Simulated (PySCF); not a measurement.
# One reaction down a group: Zn, Cd, Hg

The same gas-phase reaction for Zn, Cd, Hg:
- ZnF2 + 2 HCl → ZnCl2 + H2 + 2 F
- CdF2 + 2 HCl → CdCl2 + H2 + 2 F
- HgF2 + 2 HCl → HgCl2 + H2 + 2 F

Energies from PySCF, thermal terms from the rigid-rotor harmonic-oscillator model, ideal gas at 1 bar. † marks an energy on the PBE0/def2-TZVP geometry and frequencies; other levels use their own. MP2 freezes the core. Open shells (unrestricted): F (multiplicity 2, electronic degeneracy 6); the rest are closed-shell singlets. Spin-orbit splitting is ignored; it lowers the true energy and changes the entropy of F. Cd, Hg: scalar-relativistic def2 core potential, no spin-orbit coupling. Zn: all electrons, no relativistic terms. MP2 isn't extrapolated to the basis-set limit. The harmonic model lacks anharmonicity and excited electronic states, which grow with temperature; levels with a mode under 35 cm⁻¹ are left out. Soft modes under 120 cm⁻¹ make the harmonic entropy rough for ZnCl2, CdCl2, HgCl2.

ΔH°(298 K) in kJ, by level:

```tsv
level	Zn	Cd	Hg
ωB97M-V/def2-TZVP†	562.1	518.0	495.1
r2SCAN/def2-TZVP†	560.7	521.3	501.0
MP2/def2-SVP†	568.8	510.7	483.7
ωB97X-V/def2-TZVP†	563.6	520.4	498.1
PBE0/def2-QZVP†	565.0	523.1	496.0
PBE0/def2-TZVP	548.8	505.4	482.6
```

At ωB97M-V/def2-TZVP†, ΔH° falls from Zn to Hg, over a range of 67.0 kJ; the steps are -44.1, -22.9 kJ. 6 of the 6 levels shown give the same order. The levels scatter most for Zn (20.0 kJ between the highest and the lowest) and least for Cd (17.7 kJ). ΔS°(298 K) runs from 101.2 to 101.8 J/K, so TΔS° at 298 K spreads over 0.2 kJ among the members, against 67.0 kJ for ΔH°.

Free energies at ωB97M-V/def2-TZVP†:

```csv
member,"ΔS°(298 K), J/K","ΔG°(298 K), kJ","ΔG°(800 K), kJ",ΔG° changes sign
Zn,101.5,532,476,none from 298 to 2500 K
Cd,101.2,488,433,none from 298 to 2500 K
Hg,101.8,465,409,none from 298 to 2500 K
```

The NASA 1993 table holds none of these reactions whole; the comparison is among the levels.
